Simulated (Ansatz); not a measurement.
Ansatz results at the PBE0-D4/def2-TZVP geometry: HOMO–LUMO gap (PBE0/def2-TZVPP) 7.58 eV; ideal-gas entropy at 298 K and 1 bar (rigid rotor, harmonic PBE0-D4/def2-TZVP) 306 J/(mol·K); HOMO–LUMO gap (B3LYP/def2-TZVPP) 7.10 eV.

Q: Which molecule gave them?
A. `FC1=CCC1F`
B. `CC(O)CF`
C. `CC#CC(F)(F)F`
D. `C=CC=C(F)F`

A: A. The others give `C=CC=C(F)F`: 6.03, 322, 5.60; `CC(O)CF`: 9.24, 316, 8.65; `CC#CC(F)(F)F`: 8.77, 350, 8.29.

B3LYP here is the variant with VWN-RPA as its local correlation; programs differ in this.
